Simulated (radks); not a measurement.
Results of a calculation; reference values are marked as such.
Problem. Excited configurations of Hg II: one electron is placed in a higher orbital outside [Xe] 4f14 5d10. The ground configuration is [Xe] 4f14 5d10 6s1. Code: a radial shooting solver on a logarithmic mesh with Libxc functionals. Model: scalar-relativistic Kohn-Sham, r2SCAN, spin-unpolarised, spherical densities, finite nucleus; meta-GGA in the generalised Kohn-Sham scheme; Fermi nuclear charge, rms radius 5.4648 fm. Excitation = E - E(ground); binding = E(ion) - E, where the ion is the core of charge +2; n* = 2/sqrt(2 binding) in atomic units, and the quantum defect is n - n*.

outer orbital  excitation (eV)  binding (eV)     n*  quantum defect  eigenvalue (eV)  <r> (bohr)
5f                      15.343         3.348  4.032           0.968           -2.344       8.916
6p                       7.642        11.049  2.219           3.781           -8.079       3.421
6d                      13.253         5.438  3.163           2.837           -3.907       6.039
7s                      11.676         7.015  2.785           4.215           -5.556       6.009
7p                      13.533         5.158  3.248           3.752           -4.033       7.624
7d                      15.497         3.194  4.128           2.872           -2.433       11.50

Estimate the row for 6f.

Solution. excitation (eV) 16.454; binding (eV) 2.238; n* 4.932; quantum defect 1.068; eigenvalue (eV) -1.684; <r> (bohr) 15.30. The Delta-SCF ionisation energy is 18.691 eV (NIST Atomic Spectra Database: 18.757 eV, measured). Self-interaction in the functional shifts the binding energies and quantum defects, so they are the method's values and not measured ones. Spin polarisation and multiplet splitting are left out, so open shells lie too high by an amount that depends on their filling.

Beside tabulated values, note that spin-unpolarised runs miss the spin-polarisation part of the exchange energy of open shells.
